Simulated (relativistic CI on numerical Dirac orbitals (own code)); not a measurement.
**Level scheme of Si XI**

Computed by Dirac-Coulomb-Breit CI, separate exchange-only KLI orbitals for each configuration, QED by a radiative potential, unscaled Slater integrals (own radial code, finite nucleus).

Configuration list (outside the closed core 1s2): 2s2, 2s 2p, 2p2, 2p 3s, 2p 3p, 2s 3s, 2s 3p, 2s 3d, 2s 4s, 2s 4p, 2s 4d, 2s 4f, 2s 5s, 2s 5p, 2s 5d, 2s 5f, 2s 5g, 3s2, 3s 3p, 3p2. Levels of other configurations are missing.

| No. | Configuration | Term | J | E (eV) | % | Landé g | jj configuration (%) |
| --- | --- | --- | --- | --- | --- | --- | --- |
| 1 | 2s2 | 1S | 0 | 0.000 | 94 |  | closed (94) |
| 2 | 2s 2p | 3P° | 0 | 21.197 | 100 |  | 2s 2p1/2 (100) |
| 3 | 2s 2p | 3P° | 1 | 21.485 | 100 | 1.500 | 2s 2p1/2 (69) |
| 4 | 2s 2p | 3P° | 2 | 22.121 | 100 | 1.500 | 2s 2p3/2 (100) |
| 5 | 2s 2p | 1P° | 1 | 42.513 | 100 | 0.999 | 2s 2p3/2 (69) |
| 6 | 2p2 | 3P | 0 | 55.361 | 100 |  | 2p1/2^2 (70) |
| 7 | 2p2 | 3P | 1 | 55.707 | 100 | 1.500 | 2p1/2 2p3/2 (100) |
| 8 | 2p2 | 3P | 2 | 56.260 | 99 | 1.497 | 2p3/2^2 (59) |
| 9 | 2p2 | 1D | 2 | 62.265 | 99 | 1.002 | 2p1/2 2p3/2 (59) |
| 10 | 2p2 | 1S | 0 | 77.120 | 94 |  | 2p3/2^2 (66) |
| 11 | 2s 3s | 3S | 1 | 273.803 | 98 | 2.001 | 2s 3s (98) |
| 12 | 2s 3s | 1S | 0 | 277.753 | 96 |  | 2s 3s (96) |
| 13 | 2s 3p | 1P° | 1 | 283.725 | 83 | 1.041 | 2s 3p1/2 (58) |
| 14 | 2s 3p | 3P° | 0 | 283.995 | 99 |  | 2s 3p1/2 (99) |
| 15 | 2s 3p | 3P° | 1 | 284.110 | 91 | 1.459 | 2s 3p3/2 (60) |
| 16 | 2s 3p | 3P° | 2 | 284.255 | 99 | 1.500 | 2s 3p3/2 (99) |
| 17 | 2s 3d | 3D | 1 | 289.122 | 98 | 0.499 | 2s 3d3/2 (98) |
| 18 | 2s 3d | 3D | 2 | 289.153 | 98 | 1.167 | 2s 3d3/2 (60) |
| 19 | 2s 3d | 3D | 3 | 289.206 | 98 | 1.334 | 2s 3d5/2 (98) |
| 20 | 2s 3d | 1D | 2 | 293.259 | 98 | 1.000 | 2s 3d5/2 (59) |
| 21 | 2p 3s | 3P° | 0 | 300.725 | 99 |  | 2p1/2 3s (99) |
| 22 | 2p 3s | 3P° | 1 | 301.008 | 98 | 1.495 | 2p1/2 3s (75) |
| 23 | 2p 3s | 3P° | 2 | 301.715 | 99 | 1.500 | 2p3/2 3s (99) |
| 24 | 2p 3s | 1P° | 1 | 305.309 | 89 | 1.004 | 2p3/2 3s (69) |
| 25 | 2p 3p | 1P | 1 | 306.534 | 86 | 0.941 | 2p1/2 3p1/2 (59) |
| 26 | 2p 3p | 3D | 1 | 307.627 | 85 | 0.572 | 2p1/2 3p1/2 (37) |
| 27 | 2p 3p | 3D | 2 | 307.874 | 98 | 1.167 | 2p1/2 3p3/2 (56) |
| 28 | 2p 3p | 3D | 3 | 308.522 | 98 | 1.333 | 2p3/2 3p3/2 (98) |
| 29 | 2p 3p | 3S | 1 | 310.087 | 91 | 1.963 | 2p3/2 3p3/2 (45) |
| 30 | 2p 3p | 3P | 0 | 310.962 | 100 |  | 2p1/2 3p1/2 (73) |
| 31 | 2p 3p | 3P | 1 | 311.285 | 95 | 1.524 | 2p3/2 3p1/2 (69) |
| 32 | 2p 3p | 3P | 2 | 311.594 | 99 | 1.494 | 2p3/2 3p3/2 (57) |
| 33 | 2p 3p | 1D | 2 | 314.494 | 97 | 1.004 | 2p3/2 3p3/2 (42) |
| 34 | 2p 3p | 1S | 0 | 319.432 | 95 |  | 2p3/2 3p3/2 (70) |
| 35 | 2s 4s | 3S | 1 | 365.854 | 100 | 2.001 | 2s 4s (100) |
| 36 | 2s 4s | 1S | 0 | 367.612 | 99 |  | 2s 4s (99) |
| 37 | 2s 4p | 3P° | 0 | 369.518 | 100 |  | 2s 4p1/2 (100) |
| 38 | 2s 4p | 3P° | 1 | 369.548 | 99 | 1.498 | 2s 4p1/2 (73) |
| 39 | 2s 4p | 3P° | 2 | 369.624 | 100 | 1.501 | 2s 4p3/2 (100) |
| 40 | 2s 4p | 1P° | 1 | 370.272 | 99 | 1.002 | 2s 4p3/2 (73) |
| 41 | 2s 4d | 3D | 1 | 371.682 | 100 | 0.499 | 2s 4d3/2 (100) |
| 42 | 2s 4d | 3D | 2 | 371.692 | 100 | 1.167 | 2s 4d3/2 (61) |
| 43 | 2s 4d | 3D | 3 | 371.709 | 100 | 1.334 | 2s 4d5/2 (100) |
| 44 | 2s 4f | 3F° | 2 | 372.940 | 100 | 0.666 | 2s 4f5/2 (100) |
| 45 | 2s 4f | 3F° | 3 | 372.944 | 100 | 1.083 | 2s 4f5/2 (61) |
| 46 | 2s 4f | 3F° | 4 | 372.952 | 100 | 1.250 | 2s 4f7/2 (100) |
| 47 | 2s 4d | 1D | 2 | 373.111 | 100 | 1.000 | 2s 4d5/2 (61) |
| 48 | 2s 4f | 1F° | 3 | 373.158 | 100 | 1.000 | 2s 4f7/2 (61) |
| 49 | 2s 5s | 3S | 1 | 406.517 | 100 | 2.002 | 2s 5s (100) |
| 50 | 2s 5s | 1S | 0 | 407.292 | 100 |  | 2s 5s (100) |
| 51 | 2s 5p | 3P° | 0 | 408.353 | 100 |  | 2s 5p1/2 (100) |
| 52 | 2s 5p | 3P° | 1 | 408.368 | 99 | 1.497 | 2s 5p1/2 (74) |
| 53 | 2s 5p | 3P° | 2 | 408.407 | 100 | 1.501 | 2s 5p3/2 (100) |
| 54 | 2s 5p | 1P° | 1 | 408.691 | 99 | 1.003 | 2s 5p3/2 (74) |
| 55 | 2s 5d | 3D | 1 | 409.444 | 100 | 0.499 | 2s 5d3/2 (100) |
| 56 | 2s 5d | 3D | 2 | 409.449 | 100 | 1.167 | 2s 5d3/2 (61) |
| 57 | 2s 5d | 3D | 3 | 409.458 | 100 | 1.334 | 2s 5d5/2 (100) |
| 58 | 2s 5f | 3F° | 2 | 410.039 | 100 | 0.666 | 2s 5f5/2 (100) |
| 59 | 2s 5f | 3F° | 3 | 410.042 | 100 | 1.083 | 2s 5f5/2 (60) |
| 60 | 2s 5f | 3F° | 4 | 410.045 | 100 | 1.250 | 2s 5f7/2 (100) |
| 61 | 2s 5d | 1D | 2 | 410.101 | 100 | 1.000 | 2s 5d5/2 (61) |
| 62 | 2s 5g | 3G | 3 | 410.148 | 100 | 0.749 | 2s 5g7/2 (100) |
| 63 | 2s 5g | 3G | 4 | 410.148 | 90 | 1.045 | 2s 5g7/2 (85) |
| 64 | 2s 5g | 3G | 5 | 410.151 | 100 | 1.200 | 2s 5g9/2 (100) |
| 65 | 2s 5g | 1G | 4 | 410.157 | 90 | 1.005 | 2s 5g9/2 (85) |
| 66 | 2s 5f | 1F° | 3 | 410.183 | 100 | 1.000 | 2s 5f7/2 (60) |

Energies count from the lowest computed level; ° marks odd parity. Filled j subshells are mostly left out of the jj labels.

The mean weight of the leading LS term, summed over parents, in these 66 levels is 98 %, and that of the leading jj configuration (from the same eigenvectors) 80 %, so LS coupling describes them better.

At this charge energies of transitions that change n are usually good to better than 1 %, and those within a shell (Δn = 0) to a few per cent.
